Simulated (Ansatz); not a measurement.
## Ansatz (development build ahead of 0.2.0) run

```yaml
crystal:
  periodic: [false, false, false]
  atoms:
    - { symbol: C, position_ang: [0.0, -0.41994, -4.46221] }
    - { symbol: C, position_ang: [0.0, 0.41669, -3.1921] }
    - { symbol: C, position_ang: [0.0, -0.41424, -1.9151] }
    - { symbol: C, position_ang: [0.0, 0.41555, -0.63816] }
    - { symbol: C, position_ang: [0.0, -0.41555, 0.63816] }
    - { symbol: C, position_ang: [0.0, 0.41424, 1.9151] }
    - { symbol: C, position_ang: [0.0, -0.41669, 3.1921] }
    - { symbol: C, position_ang: [0.0, 0.41994, 4.46221] }
    - { symbol: H, position_ang: [0.0, 0.20992, -5.365] }
    - { symbol: H, position_ang: [0.8874, -1.07169, -4.51222] }
    - { symbol: H, position_ang: [-0.8874, -1.07169, -4.51222] }
    - { symbol: H, position_ang: [-0.87962, 1.08504, -3.18857] }
    - { symbol: H, position_ang: [0.87962, 1.08504, -3.18857] }
    - { symbol: H, position_ang: [0.88019, -1.08352, -1.91593] }
    - { symbol: H, position_ang: [-0.88019, -1.08352, -1.91593] }
    - { symbol: H, position_ang: [-0.88016, 1.08459, -0.63782] }
    - { symbol: H, position_ang: [0.88016, 1.08459, -0.63782] }
    - { symbol: H, position_ang: [0.88016, -1.08459, 0.63782] }
    - { symbol: H, position_ang: [-0.88016, -1.08459, 0.63782] }
    - { symbol: H, position_ang: [-0.88019, 1.08352, 1.91593] }
    - { symbol: H, position_ang: [0.88019, 1.08352, 1.91593] }
    - { symbol: H, position_ang: [0.87962, -1.08504, 3.18857] }
    - { symbol: H, position_ang: [-0.87962, -1.08504, 3.18857] }
    - { symbol: H, position_ang: [0.0, -0.20992, 5.365] }
    - { symbol: H, position_ang: [0.8874, 1.07169, 4.51222] }
    - { symbol: H, position_ang: [-0.8874, 1.07169, 4.51222] }
basis:
  gaussian: { orbitals: def2-SVP }
hamiltonian:
  xc: { name: wB97X }
scf:
  omitted_lower_state_checks: [starts, atomic_configurations, cluster_reference, orbital_swaps, given_window_search, neighbouring_geometries, increment]
```

The input is written out in the form of the current development build from the run's settings.

Output:

- Converged: yes
- Total energy: -315.40350 hartree
- Stability test: minimum among restricted orbitals
